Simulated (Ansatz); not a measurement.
Consider the redistribution: `C[Si](O)(O)O` + `N[SiH](S)Cl` → `O[Si](O)(O)S` + `C[SiH](N)Cl`.

Computed with Ansatz on PBE0-D4/def2-TZVP structures; ΔE is electronic, products minus reactants. CCSD(T)/CBS is the MP2 limit (def2-TZVPP, def2-QZVPP) plus CCSD(T) − MP2 in def2-TZVPP, frozen cores. DFT in def2-TZVPP. HSE06 is defined as in plane-wave codes. Each species was taken in one conformer, which may not be the lowest.

`C[Si](O)(O)O`:

```xyz
11

C     1.049    0.513    0.912
Si   -0.312   -0.145   -0.149
O    -0.755   -1.671    0.248
O     0.125   -0.261   -1.733
O    -1.581    0.864    0.085
H     1.957   -0.082    0.792
H     1.282    1.550    0.658
H     0.757    0.485    1.964
H    -0.488   -2.359   -0.364
H     0.401    0.539   -2.181
H    -2.435    0.567   -0.233
```

`N[SiH](S)Cl`:

```xyz
8

N    -0.367    0.061    1.370
Si   -0.162    0.258   -0.300
S     1.895   -0.116   -0.668
Cl   -1.263   -1.009   -1.511
H    -1.149    0.481    1.846
H    -0.028   -0.760    1.845
H    -0.624    1.616   -0.652
H     1.698   -0.531   -1.930
```

`O[Si](O)(O)S`:

Cartesian coordinates in Å:
```
O 0.336 -1.066 -1.150
Si 0.020 -0.051 0.085
O 1.431 0.692 0.427
O -0.479 -0.757 1.471
S -1.568 1.214 -0.538
H 1.226 -1.422 -1.184
H 1.463 1.235 1.216
H -1.336 -1.184 1.463
H -1.094 1.339 -1.789
```

`C[SiH](N)Cl`:

```xyz
10

C    -1.176    0.066    0.774
Si    0.092   -0.391   -0.498
N     1.615    0.236   -0.053
Cl   -0.605    0.314   -2.328
H    -2.159   -0.316    0.490
H    -0.905   -0.347    1.748
H    -1.254    1.152    0.866
H     0.253   -1.851   -0.688
H     1.698    1.197    0.237
H     2.441   -0.060   -0.549
```

```
             level  ΔE (kcal/mol)
           PBE0-D4           -0.1
          HSE06-D4           -0.1
          PBE-QIDH           -0.2
            r2SCAN           -0.3
         CAM-B3LYP           -0.1
RPA@PBE/def2-TZVPP           -0.2
      MP2/def2-SVP           -0.4
SCS-MP2/def2-TZVPP           -0.1
```

**Question.** What does CCSD(T)/CBS give? (Best estimate.)

**Answer.** Computed: +0.1 kcal/mol. The listed levels differ from it by -0.2, -0.2, -0.3, -0.4, -0.2, -0.3, -0.5, -0.2 kcal/mol.

Largest T1 diagnostic among the species: 0.011.

Leaving LDA and LC-ωPBE aside and taking each functional with its dispersion term where it has one, the values, not all of them listed here, spread over 0.4 kcal/mol, from B97M-V to BLYP-D4.
